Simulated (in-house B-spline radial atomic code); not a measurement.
The numbers below are computed, except where a source is named.
## Se ion on Si atom: potential, deflection and energy transfer

The pair potential comes from two frozen, spherical free-atom densities (PBE, B-spline radial code, scalar-relativistic past argon): electrostatics plus the change in Thomas-Fermi kinetic and Dirac exchange energy where they overlap, the recipe behind the universal ZBL potential, which averages such potentials (from solid-state densities) over many pairs. It is written V = (Z1 Z2 e²/r) φ(r/a), with e² = 14.3996 eV·Å and a = 0.46850 Å/(Z1^0.23 + Z2^0.23); ZBL's fit is φ = 0.18175 e^(−3.1998x) + 0.50986 e^(−0.94229x) + 0.28022 e^(−0.4029x) + 0.02817 e^(−0.20162x). Where φ falls below 4e-4 it is continued as an exponential.

Masses 78.97 and 28.09 u.

```tsv
x = r/a	φ, this pair	φ, ZBL
0.1	0.8932	0.8928
0.5	0.626	0.6096
1.5	0.3146	0.2995
3	0.1354	0.1292
5	0.05381	0.05224
8	0.0174	0.01705
12	0.005243	0.00474
17	0.001175	0.001212
```

Task: At x = 2 the electrostatic, kinetic and exchange parts are 3024.22, 4177.22 and -216.05 eV. Find r, V and φ.

Result: a = 0.46850/(2.2503 + 1.8349) = 0.11468 Å, so r = 0.22937 Å. V = 3024.22 + 4177.22 + (-216.05) = 6985.39 eV. The bare repulsion is 34 × 14 × 14.3996/0.22937 = 29883 eV, so φ = 0.2338, +5.4 % against ZBL's 0.2218. The kinetic (Pauli) term is 60 % of V here.

Task: The ion comes in at 227.8 keV with impact parameter 0.2294 Å. The scattering integral gives a centre-of-mass angle of 10.39° and a closest approach of 2.113 a. What are the reduced energy, the energy passed on and the laboratory angles?

Result: ε = E a M2/(Z1 Z2 e² (M1 + M2)) = 227800 × 4.3900e-06 = 1. The most that one collision can pass on is γE with γ = 4 M1 M2/(M1 + M2)² = 0.7741. Here T = γE sin²(θ/2) = 0.7741 × 227800 × 0.008204 = 1447 eV. The ion turns by arctan(sin θ/(cos θ + M1/M2)) = 2.7°, and the struck atom leaves at (180° − θ)/2 = 84.8°. The closest approach is 0.242 Å. With ZBL the angle would be 9.88° and T = 1307 eV.
